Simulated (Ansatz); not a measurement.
```xyz
9

C    -1.1344   -1.1210    0.0877
C    -0.4985   -0.0313    0.4889
F    -0.9721    0.6672    1.5419
Si    1.0692    0.6401   -0.2751
Cl    0.7305    2.5095   -1.0461
H    -0.7584   -1.6779   -0.7602
H    -2.0303   -1.4747    0.5861
H     2.1327    0.7631    0.7464
H     1.4614   -0.2751   -1.3696
```

Charge 0, multiplicity 1.

Task: List the r2SCAN/def2-TZVPP orbital energies in eV (the Gaussian-basis code of Ansatz). (Best estimate.)

Result: Ansatz gave: Occupied: -2753.46, -1792.24, -666.85, -275.44, -273.55, -254.86, -193.39, -193.26, -193.25, -142.62, -97.53, -97.45, -97.44, -32.45, -21.66, -20.42, -15.90, -14.36, -12.68, -12.24, -11.82, -10.57, -10.12, -9.79, -9.05, -8.09, -7.95, -7.11. Lowest empty: -1.66, 0.07, 0.30, 0.87, 1.32, 2.34, 2.47, 3.55.
